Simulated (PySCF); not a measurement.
## Which determinant of CaF lies lowest?

Unrestricted PBE0; basis Ca pcseg-1, F pcseg-1; no relativity; PySCF 2.14. Outer shells of the fragments: Ca 4s2; F 2s2 2p5.

Followed along the bond (rough minima from three points):

```csv
2Ms+1,unpaired,⟨S²⟩ at the start,R at minimum (Å),Te (eV)
2,σ ↑,0.75,1.95,0.00
4,"σ ↑, π ↑↑",3.75,none in the scan,≤ 7.56
```

Solutions found at the starting distance of 2.205 Å, counted from the lowest of them; the search is not exhaustive and high or unbound solutions are not listed, so other states can lie among these:

| 2Ms+1 | unpaired | term | E (eV) | ⟨S²⟩ | ⟨Lz²⟩ | μ (D) |
| --- | --- | --- | --- | --- | --- | --- |
| 2 | σ ↑ | ²Σ⁺ | 0.00 | 0.75 | 0.00 | -4.30 |
| 2 | π ↑ | ²Π | 2.00 | 0.75 | 1.00 | -5.33 |
| 2 | δ ↑ | ²Δ | 2.51 | 0.75 | 4.00 | -8.09 |
| 4 | σ ↑, π ↑↑ | mixed | 7.33 | 3.75 | 2.02 | 1.87 |
| 4 | σ ↑, π ↑↑ | mixed | 7.38 | 3.75 | 2.01 | 2.69 |
| 4 | σ ↑↑, π ↑ | ⁴Π | 7.55 | 3.75 | 1.02 | 4.18 |
| 4 | σ ↑, π ↑, δ ↑ | mixed | 7.66 | 3.75 | 5.00 | 1.54 |
| 4 | σ ↑↑, π ↑ | ⁴Π | 7.69 | 3.75 | 1.00 | 3.23 |

A term symbol is given only where ⟨S²⟩ and ⟨Lz²⟩ are close to those of a pure state; real π, δ and φ orbitals otherwise mix terms. A positive dipole means Ca(−)F(+).

Counting both spins, an empty level lies below a filled one in some of these solutions, because spin and occupation are held.
